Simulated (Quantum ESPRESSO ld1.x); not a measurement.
Values are calculated unless marked as measured or tabulated.
Isoelectronic series with 46 electrons, each ion in its NIST ground configuration. Level of theory: Dirac Kohn-Sham, BLYP, spin-unpolarised, spherical densities, point nucleus (ld1.x of Quantum ESPRESSO 7.5). Total energies (hartree) and mean radii <r> (bohr):

Pd: configuration [Kr] 4d10; E (hartree) -5047.51; 4d5/2 1.614; 4d3/2 1.575; 4p3/2 1.054; 4p1/2 1.022
Ag+: configuration [Kr] 4d10; E (hartree) -5317.54; 4d5/2 1.402; 4d3/2 1.379; 4p3/2 1.011; 4p1/2 0.9794
Cd2+: configuration [Kr] 4d10; E (hartree) -5595.66; 4d5/2 1.263; 4d3/2 1.246; 4p3/2 0.9696; 4p1/2 0.9385
In3+: configuration [Kr] 4d10; E (hartree) -5881.88; 4d5/2 1.159; 4d3/2 1.145; 4p3/2 0.9299; 4p1/2 0.8998
Sn4+: configuration [Kr] 4d10; E (hartree) -6176.21; 4d5/2 1.077; 4d3/2 1.064; 4p3/2 0.8925; 4p1/2 0.8633
Sb5+: configuration [Kr] 4d10; E (hartree) -6478.68; 4d5/2 1.008; 4d3/2 0.9970; 4p3/2 0.8577; 4p1/2 0.8292
Te6+: configuration [Kr] 4d10; E (hartree) -6789.32; 4d5/2 0.9503; 4d3/2 0.9399; 4p3/2 0.8252; 4p1/2 0.7974
I7+: configuration [Kr] 4d10; E (hartree) -7108.17; 4d5/2 0.9000; 4d3/2 0.8902; 4p3/2 0.7950; 4p1/2 0.7678
Xe8+: configuration [Kr] 4d10; E (hartree) -7435.28; 4d5/2 0.8558; 4d3/2 0.8464; 4p3/2 0.7668; 4p1/2 0.7401
Cs9+: configuration [Kr] 4d10; E (hartree) -7770.68; 4d5/2 0.8164; 4d3/2 0.8075; 4p3/2 0.7405; 4p1/2 0.7143
Ba10+: configuration [Kr] 4d10; E (hartree) -8114.43; 4d5/2 0.7811; 4d3/2 0.7724; 4p3/2 0.7160; 4p1/2 0.6902
La11+: configuration [Kr] 4d10; E (hartree) -8466.58; 4d5/2 0.7491; 4d3/2 0.7407; 4p3/2 0.6930; 4p1/2 0.6675
Ce12+: configuration [Kr] 4d10; E (hartree) -8827.18; 4d5/2 0.7199; 4d3/2 0.7118; 4p3/2 0.6714; 4p1/2 0.6462
Pr13+: configuration [Kr] 4d10; E (hartree) -9196.30; 4d5/2 0.6932; 4d3/2 0.6852; 4p3/2 0.6512; 4p1/2 0.6262
Nd14+: configuration [Kr] 4d10; E (hartree) -9573.98; 4d5/2 0.6686; 4d3/2 0.6608; 4p3/2 0.6322; 4p1/2 0.6073
Pm15+: configuration [Kr] 4d10; E (hartree) -9960.29; 4d5/2 0.6458; 4d3/2 0.6381; 4p3/2 0.6142; 4p1/2 0.5895
